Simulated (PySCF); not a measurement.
Computed Raman spectrum (relative Raman activity) of a molecule C₃H₇AlO. The structure is a stationary point at ωB97X-D3(BJ)/def2-SVP. One conformer was computed; it need not be the lowest. The numbers are results of ωB97X-D3(BJ)/def2-SVP run with PySCF, not measurements. Frequencies are harmonic and unscaled.

Lines under 2 % of the strongest are left out, and lines within 2 cm⁻¹ are merged.

```csv
ν (cm⁻¹),relative intensity
61,2.4
278,2.7
425,3.5
544,3.8
647,7.6
681,4.7
777,2.6
1192,2.0
1262,3.0
1279,4.0
1432,18
1485,14
1491,14
1495,10
1682,15
1958,64
3014,100
3095,63
3112,80
3124,63
3168,92
3213,61
```

Task: Identify the compound among the candidates.
A) C=[CH][Al]([CH3])[OH]
B) C=C[CH2][AlH][OH]
C) C=[CH][AlH][O]C

Result: C, C=[CH][AlH][O]C
